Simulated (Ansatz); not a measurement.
Reaction (formal exchange of groups at the Si–F bond): `O[SiH](F)[TeH]` + SiH₄ → `O[SiH]([SiH3])[TeH]` + H–F

Program: Ansatz. Geometries: PBE0-D4/def2-TZVP. ΔE: electronic, gas phase. CBS: MP2 limit from def2 TZ/QZ plus the TZ coupled-cluster correction, frozen cores. This one scheme is used for every species. DFT in def2-TZVPP. Elements past krypton have def2 core potentials. For Te outer-core shells are correlated without core-valence functions, which leaves a few kJ/mol of doubt a bond. Each species was taken in one conformer, which may not be the lowest.

Question: Is it downhill or uphill in electronic energy at CCSD(T)/CBS, and by how much? (An estimate is asked.)

Answer: Computed: Uphill: ΔE = +1.49 eV.

Question: What do these levels give: PBE0-D4, BHLYP-D4, ωB97M-V, r2SCAN0, CAM-B3LYP, CCSD/def2-SVP, CCSD/def2-TZVPP, CCSD(T)/def2-TZVPP, HF/def2-QZVPP, SCS-MP2/def2-QZVPP, MP2/CBS(def2), CCSD/CBS(def2)? (Best estimate.)

Answer: Ansatz gave: PBE0-D4 1.35, BHLYP-D4 1.63, ωB97M-V 1.61, r2SCAN0 1.56, CAM-B3LYP 1.73, CCSD/def2-SVP 1.58, CCSD/def2-TZVPP 1.59, CCSD(T)/def2-TZVPP 1.53, HF/def2-QZVPP 1.91, SCS-MP2/def2-QZVPP 1.62, MP2/CBS(def2) 1.52, CCSD/CBS(def2) 1.55 eV.

Question: What do rigid-rotor, harmonic-oscillator terms from PBE0-D4/def2-TZVP frequencies (298.15 K, 1 bar) make of the CCSD(T)/CBS value? (An estimate is asked.)

Answer: Ansatz gave: ΔZPE = 0.00 eV, ΔH = +1.53 eV, ΔS = 13 J/(mol·K), ΔG = +1.49 eV.

Largest T1 diagnostic among the species: 0.012.

From PBE to PBE0 (25 % exact exchange), in def2-TZVPP and without D4, ΔE moves by +0.05 eV. The D4 term adds −0.11 eV with B3LYP and −0.06 eV with PBE0; it sums over pairs of atoms, weighted by their polarisabilities, and B3LYP, whose exchange is more repulsive, gets the larger term.

B3LYP here is the variant with VWN-RPA as its local correlation; programs differ in this.
